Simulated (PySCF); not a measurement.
N,N-dimethyl-1-methylsilylmethanamine (C4H13NSi), SMILES C[SiH2]CN(C)C. Atoms are numbered in the order given.

```xyz
19

C      2.9614    -0.3493     0.1926
Si     1.3658     0.5754    -0.1783
C     -0.0985    -0.5715     0.2043
N     -1.3872    -0.1470    -0.2931
C     -2.3886    -1.1740    -0.1659
C     -1.8281     1.1101     0.2517
H      2.9918    -0.6715     1.2452
H      3.8385     0.2900     0.0103
H      3.0561    -1.2444    -0.4416
H      1.3180     1.8195     0.6553
H      1.3176     0.9859    -1.6167
H     -0.1068    -0.7786     1.3046
H      0.1599    -1.5355    -0.2703
H     -2.6111    -1.4433     0.8932
H     -3.3304    -0.8460    -0.6332
H     -2.0598    -2.0903    -0.6803
H     -2.7837     1.4053    -0.2083
H     -1.9782     1.0852     1.3567
H     -1.0988     1.9063     0.0359
```

Coordinates come from a PBE0-D3(BJ)/def2-SVP optimisation. Other conformers were not sampled.

Calculation: TDA-PBE/def2-SVPD run with PySCF.

Vertical excitations. Isolated molecule, no solvent.

```csv
state,energy (eV),λ (nm),f,main pairs
S1,4.71,264,0.006,HOMO→LUMO 95 %
S2,4.83,257,0.026,HOMO→LUMO+1 94 %
S3,5.44,228,0.009,HOMO→LUMO+2 100 %
S4,5.66,219,0.008,HOMO→LUMO+3 100 %
S5,5.98,207,0.008,HOMO→LUMO+4 99 %
S6,6.01,206,0.024,HOMO→LUMO+5 95 %
T1,4.64,267,0,"HOMO→LUMO 84 %, HOMO→LUMO+1 16 %"
T2,4.67,265,0,"HOMO→LUMO+1 83 %, HOMO→LUMO 16 %"
```
Triplets are in the Tamm–Dancoff approximation.
